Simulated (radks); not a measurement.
Results of a calculation; reference values are marked as such.
The erbium ion Er9+, configuration [Kr] 4d10 4f8 5s2 5p1 6s2 (not the ground configuration). Code: a radial shooting solver on a logarithmic mesh with Libxc functionals. Model: Dirac Kohn-Sham, LDA (Slater exchange, Perdew-Wang correlation), spin-unpolarised, spherical densities, point nucleus; open shells fill j = l - 1/2 first.

Unscreened Slater integrals over Kohn-Sham orbitals (hartree). Large and small components are both included. Empty in this configuration: 5p3/2.

F0(6s1/2,6s1/2): 0.43723
F0(6s1/2,5p1/2): 0.52047
G1(6s1/2,5p1/2): 0.050697
F0(6s1/2,4f7/2): 0.56748
G3(6s1/2,4f7/2): 0.030616
F0(6s1/2,4f5/2): 0.56800
G3(6s1/2,4f5/2): 0.030371
F0(6s1/2,5p3/2): 0.51537
G1(6s1/2,5p3/2): 0.054851
F0(5p1/2,5p1/2): 0.77141
F0(5p1/2,4f7/2): 0.92163
G4(5p1/2,4f7/2): 0.12086
F0(5p1/2,4f5/2): 0.92317
G2(5p1/2,4f5/2): 0.14309
F0(5p1/2,5p3/2): 0.75242
G2(5p1/2,5p3/2): 0.40469
F0(4f7/2,4f7/2): 1.4114
F2(4f7/2,4f7/2): 0.69781
F4(4f7/2,4f7/2): 0.44350
F6(4f7/2,4f7/2): 0.32072
F0(4f7/2,4f5/2): 1.4176
F2(4f7/2,4f5/2): 0.70057
F4(4f7/2,4f5/2): 0.44521
G2(4f7/2,4f5/2): 0.69841
G4(4f7/2,4f5/2): 0.44390
G6(4f7/2,4f5/2): 0.32102
F0(4f7/2,5p3/2): 0.88641
F2(4f7/2,5p3/2): 0.30435
G2(4f7/2,5p3/2): 0.12427
G4(4f7/2,5p3/2): 0.10554
F0(4f5/2,4f5/2): 1.4238
F2(4f5/2,4f5/2): 0.70344
F4(4f5/2,4f5/2): 0.44699
F0(4f5/2,5p3/2): 0.88781
F2(4f5/2,5p3/2): 0.30246
G2(4f5/2,5p3/2): 0.12211
G4(4f5/2,5p3/2): 0.10397
F0(5p3/2,5p3/2): 0.73534
F2(5p3/2,5p3/2): 0.40053
